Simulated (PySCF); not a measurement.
# Correlation energy of I²⁺ (iodine, charge +2)

[Kr] 4d10 5s2 5p2 6s1, high-spin 4P determinant (an excited configuration). Computed with PySCF 2.14 in aug-cc-pVQZ-DK3, with scalar relativity by spin-free X2C-1e. Frozen: [Kr] 4d10; 5 electrons correlated.

```
  level  correlation energy (mhartree)
   CCSD                         -83.31
    (T)                          -3.05
CCSD(T)                         -86.36
```

Diagnostics: T1 = 0.083, D1 = 0.2627, largest double amplitude 0.085.

The outer electron is Rydberg-like, and this basis confines it to a smaller radius and binds it less than a complete one would. T1 exceeds 0.03, a sign that the reference determinant is poor.

Cost of the coupled-cluster step: about 22 core-seconds, for 5 correlated electrons.
